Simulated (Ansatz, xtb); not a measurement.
# Relative energy of two conformers of BrF2H3N2Si

Structure X: `NN[Si](F)(F)Br`, a singlet. Structure Y: `NN[Si](F)(F)Br`, a singlet. Both are isolated molecules in the gas phase, relaxed with PBE-D3(BJ)/def2-SVP.

X (Å):

```yaml
atoms:
  - { symbol: Br, position_ang: [-0.4840, 4.4319, -0.8272] }
  - { symbol: F, position_ang: [0.6685, 2.9736, 1.7352] }
  - { symbol: F, position_ang: [1.7050, 2.1766, -0.4498] }
  - { symbol: N, position_ang: [-0.6831, 0.0994, 0.6580] }
  - { symbol: N, position_ang: [-0.8767, 1.3829, 0.0990] }
  - { symbol: Si, position_ang: [0.2802, 2.6326, 0.1917] }
  - { symbol: H, position_ang: [0.1490, -0.3451, 0.2460] }
  - { symbol: H, position_ang: [-0.5288, 0.1744, 1.6730] }
  - { symbol: H, position_ang: [-1.7762, 1.5016, -0.3723] }
```

Y (Å):

```
atom   x (Å)    y (Å)    z (Å)
  Br  0.3561   1.6556  -1.3145
   F  2.7386   1.0286   0.7026
   F  0.3360   0.2900   1.4377
   N  0.8016  -1.9712  -1.1930
   N  1.7190  -1.1860  -0.4603
  Si  1.3601   0.3554   0.1787
   H  0.3830  -1.4126  -1.9520
   H  0.0374  -2.2784  -0.5765
   H  2.6856  -1.5148  -0.5310
```

**Question.** Which of the two would you expect CCSD(T)/def2-SVP + ΔMP2/def2-TZVPP electronic energies to favour?

**Answer.** Too close to call at this level: CCSD(T)/def2-SVP + ΔMP2/def2-TZVPP gives E(Y) − E(X) = +0.12 kcal/mol.

The same difference at several levels:

```tsv
level	geometry	E(Y) − E(X) (kcal/mol)	departure from the last row (kcal/mol)	job, with rough time for the two
PBE-D3(BJ)/def2-SVP	PBE-D3(BJ)/def2-SVP	+0.18	+0.06	optimisation, 61 s
HF/def2-SVP	PBE-D3(BJ)/def2-SVP	+0.60	+0.48	part of the CCSD(T) run
MP2/def2-SVP	PBE-D3(BJ)/def2-SVP	+0.32	+0.20	part of the CCSD(T) run
CCSD(T)/def2-SVP	PBE-D3(BJ)/def2-SVP	+0.39	+0.26	single point
CCSD(T)/def2-SVP + ΔMP2/def2-TZVPP	PBE-D3(BJ)/def2-SVP	+0.12		single point, 62 s
```

The largest departure from CCSD(T)/def2-SVP + ΔMP2/def2-TZVPP is that of HF/def2-SVP, 0.48 kcal/mol. Levels run at GFN2-xTB geometries aren't shown. The last row adds to CCSD(T) the change of the MP2 difference between the two basis sets, here −0.26 kcal/mol.

With harmonic frequencies from PBE-D3(BJ)/def2-SVP (ideal gas, rigid rotor, one conformer each, 298.15 K, 1 atm): on the last row, ΔE + ΔZPE = +0.14 kcal/mol. A mode under 50 cm⁻¹ makes harmonic enthalpies and free energies unreliable, so none is given.

The correlated steps freeze 18 core orbitals; the filled d shell of Br is correlated, in a basis made for valence electrons. Programs: Ansatz 0.2.0; the last row on 2 threads of Intel(R) Xeon(R) Platinum 8375C CPU @ 2.90GHz (Ice Lake) on a shared host.
